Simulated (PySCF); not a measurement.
CH5ClF2Si2, SMILES F[Si](C)([SiH2]Cl)F.

Coordinates come from a B3LYP-D3(BJ)/def2-SVP optimisation. This is a generated structure with no PubChem entry under its InChIKey; it may be hypothetical. One conformer was computed; it need not be the lowest.

Vertical ionisation energy (IE) and electron affinity (EA) in eV. Rows of orbital energies are one-electron estimates. Where ΔSCF, EOM or ADC give a negative EA the extra electron is unbound and the value depends on the basis.

```csv
level,IE,EA
"−ε(HOMO), −ε(LUMO), PBE0/def2-TZVP (PySCF)",8.29,0.94
"−ε(HOMO), −ε(LUMO), PBE/def2-TZVP (PySCF)",?,?
```

Q: Complete the blanks. (Estimate from the structure and the level; the computed values follow.)

A: 
- −ε(HOMO), −ε(LUMO), PBE/def2-TZVP (PySCF), IE: 7.02
- −ε(HOMO), −ε(LUMO), PBE/def2-TZVP (PySCF), EA: 1.79
